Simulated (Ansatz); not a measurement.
# Energy profile

The step: GaH₃O ([OH][GaH2]) + AsH₃ → GaAsH₄ ([GaH2][AsH2]) + H₂O (still joined by a long Ga–O bond); bonds formed: O2–H5; dative contacts that become bonds: Ga1–As6; bonds broken: H5–As6; bonds weakened to dative contacts: Ga1–O2 (atoms numbered as in the saddle structure below).

```
9
angstrom
Ga -0.3146 1.0766 -0.7336
O 1.3688 0.1409 -0.7323
H -1.2446 0.6110 -1.8962
H -0.1898 2.4385 0.0036
H 0.5769 -0.4545 0.2274
As -0.8835 -0.6155 1.2421
H 1.4871 -0.4634 -1.4719
H 0.0456 -0.6403 2.4320
H -0.8458 -2.0933 0.9290
```

Electronic energies by CCSD(T) at an estimated basis limit (MP2 extrapolated from triple and quadruple zeta, plus CCSD(T) − MP2 in triple zeta), on PBE0-D4/def2-TZVP structures; GaAsH6O, singlet; no counterpoise correction. Computed with Ansatz 0.2.0 (basis: def2-TZVPP and def2-QZVPP); correlated methods freeze the cores. Filled d shells of the heavier atoms are correlated. The def2 sets are not built for correlating such inner shells, so the correlated values are less sure here. Extrapolation: Hartree–Fock as exp(−7.88 √X), correlation as X^−2.97.

(1) Give the profile in kcal/mol, counted from the separated reactants. (An estimate is asked for; the value comes from the calculation.)

No T1 diagnostic of these runs exceeds 0.016.

## Answers

(1) By the calculation:
```tsv
point	kcal/mol
separated: GaH3O (linked as [OH][GaH2]; Ga1, O2, H3, H4, H7; singlet) + AsH3 (H5, As6, H8, H9; singlet)	0.00
start structure	-7.94
saddle	15.10
end structure	-13.24
separated: GaAsH4 (linked as [GaH2][AsH2]; Ga1, H3, H4, As6, H8, H9; singlet) + H2O (O2, H5, H7; singlet)	0.88
```

For scale, one of the runs: CCSD(T)/def2-TZVPP, 211 basis functions, launched by `ansatz run in.yaml --threads 4 --pin off --events-out ev --progress --plain --max-ram 9574MiB`. Time: 2.2 min of wall clock on 4 CPU threads of an Arm Neoverse V1; the host was shared. Peak host memory: 3 GiB.
